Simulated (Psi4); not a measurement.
S2, triplet, geometry from GFN2-xTB; B97M-V/aug-cc-pVDZ (Psi4 1.11).

The Psi4 input:
```
memory 2 GB

molecule {
0 3
S    -0.00000000   -0.00000000   -0.95002097
S     0.00000000    0.00000000    0.95002097
}

set {
  basis aug-cc-pvdz
  reference uks
}

energy('b97m-v')
print_variables()
```

Output, abridged:

```
   => Loading Basis Set <=

    Name: AUG-CC-PVDZ
    Role: ORBITAL
    Keyword: BASIS

         ---------------------------------------------------------
                                   SCF
               by Justin Turney, Rob Parrish, Andy Simmonett
                          and Daniel G. A. Smith
                              UKS Reference
         ---------------------------------------------------------

  ==> Geometry <==

    Molecular point group: d2h
    Full point group: D_inf_h

    Geometry (in Angstrom), charge = 0, multiplicity = 3:

       Center              X                  Y                   Z               Mass
    ------------   -----------------  -----------------  -----------------  -----------------
         S            0.000000000000     0.000000000000    -0.950020970000    31.972071174400
         S            0.000000000000     0.000000000000     0.950020970000    31.972071174400

  Running in d2h symmetry.

  Rotational constants: A = ************  B =      0.29210  C =      0.29210 [cm^-1]
  Rotational constants: A = ************  B =   8756.89312  C =   8756.89312 [MHz]
  Nuclear repulsion =   71.298092468169429

  Charge       = 0
  Multiplicity = 3
  Electrons    = 32
  Nalpha       = 17
  Nbeta        = 15

  ==> Algorithm <==

  SCF Algorithm Type is DF.
  DIIS enabled.
  MOM disabled.
  Fractional occupation disabled.
  Guess Type is SAD.
  Energy threshold   = 1.00e-06
  Density threshold  = 1.00e-06
  Integral threshold = 1.00e-12

  ==> Primary Basis <==

  Basis Set: AUG-CC-PVDZ
    Blend: AUG-CC-PVDZ
    Number of shells: 22
    Number of basis functions: 54
    Number of Cartesian functions: 58
    Spherical Harmonics?: true
    Max angular momentum: 2

  ==> DFT Potential <==

   => LibXC <=

    Version 7.1.2
    S. Lehtola, C. Steigemann, M. J. T. Oliveira, and M. A. L. Marques,  SoftwareX 7, 1–5 (2018) (10.1016/j.softx.2017.11.002)

   => Composite Functional: B97M-V <=

    B97M-V GGA Exchange-Correlation Functional

    N. Mardirossian and M. Head-Gordon,  J. Chem. Phys. 142, 074111 (2015) (10.1063/1.4907719)

    Deriv               =              1
    GGA                 =           TRUE
    Meta                =           TRUE

    Exchange Hybrid     =          FALSE
    MP2 Hybrid          =          FALSE

   => Exchange-Correlation Functionals <=

    1.0000   B97M-V exchange-correlation functional

   => LibXC Density Thresholds  <==

    XC_MGGA_XC_B97M_V:  1.00E-15

[...]
   @S   Expected:                1.000000000E+00
   @S   Observed:                1.000000000E+00

    Orbital Energies [Eh]
    ---------------------

    Alpha Occupied:

[...]
    Alpha Virtual:

[...]
      13B1u    1.557963

    Beta Occupied:

[...]
    Beta Virtual:

[...]
    Final Occupation by Irrep:
             Ag   B1g   B2g   B3g    Au   B1u   B2u   B3u
    DOCC [     5,    0,    1,    1,    0,    4,    2,    2 ]
    SOCC [     0,    0,    1,    1,    0,    0,    0,    0 ]
    NA   [     5,    0,    2,    2,    0,    4,    2,    2 ]
    NB   [     5,    0,    1,    1,    0,    4,    2,    2 ]

  @DF-UKS Final Energy:  -796.17147217301147

   => Energetics <=

    Nuclear Repulsion Energy =             71.2980924681694290
    One-Electron Energy =               -1241.2240903105844154
    Two-Electron Energy =                 424.8995520380764219
    DFT Exchange-Correlation Energy =     -51.2787142622218326
    Empirical Dispersion Energy =           0.0000000000000000
    VV10 Nonlocal Energy =                  0.1336878935488718
    Total Energy =                       -796.1714721730114661

  UHF NO Occupations:
  HONO-2 :    2B3u 1.9991332
  HONO-1 :    2B2g 1.0000000
  HONO-0 :    2B3g 1.0000000
  LUNO+0 :    3B3u 0.0008668
  LUNO+1 :    3B2u 0.0008668
  LUNO+2 :    5B1u 0.0005933
  LUNO+3 :    6 Ag 0.0004588

Computation Completed

Properties will be evaluated at   0.000000,   0.000000,   0.000000 [a0]

Properties computed using the SCF density matrix

 Multipole Moments:

 ------------------------------------------------------------------------------------
     Multipole            Electronic (a.u.)      Nuclear  (a.u.)        Total (a.u.)
 ------------------------------------------------------------------------------------

 L = 1.  Multiply by 2.5417464519 to convert [e a0] to [Debye]
 Dipole X            :          0.0000000            0.0000000            0.0000000
 Dipole Y            :          0.0000000            0.0000000            0.0000000
 Dipole Z            :          0.0000000            0.0000000            0.0000000
 Magnitude           :                                                    0.0000000

 ------------------------------------------------------------------------------------

  Variable Map:
  ----------------------------------------------------------------------------
[...]
  Array Variable Map:
  ----------------------------------------------------------------------------
[...]
[...]
```
